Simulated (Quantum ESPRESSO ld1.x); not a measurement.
Problem. The mean radii <r> (bohr) of the occupied orbitals of an atom or ion are listed with their occupations. Calculated with ld1.x of Quantum ESPRESSO 7.5: Dirac Kohn-Sham, relativistic LDA (MacDonald-Vosko exchange, VWN5 correlation), spin-unpolarised, spherical densities, point nucleus.

orbital  occ.      <r>
1s1/2       2  0.02404

Name the element and its charge. Open shells, if any, are shared by 2j + 1.

Solution. Z = 59, praseodymium, charge +57: Pr57+ in [He]. The 1s radius gives Z: for a bare nucleus <r> = (2 gamma + 1)/(2Z) with gamma = sqrt(1 - (Z/c)^2), 0.02377 bohr for Z = 59, and screening makes it slightly larger (0.02404 here). The occupations add up to 2, and the charge is Z minus that.
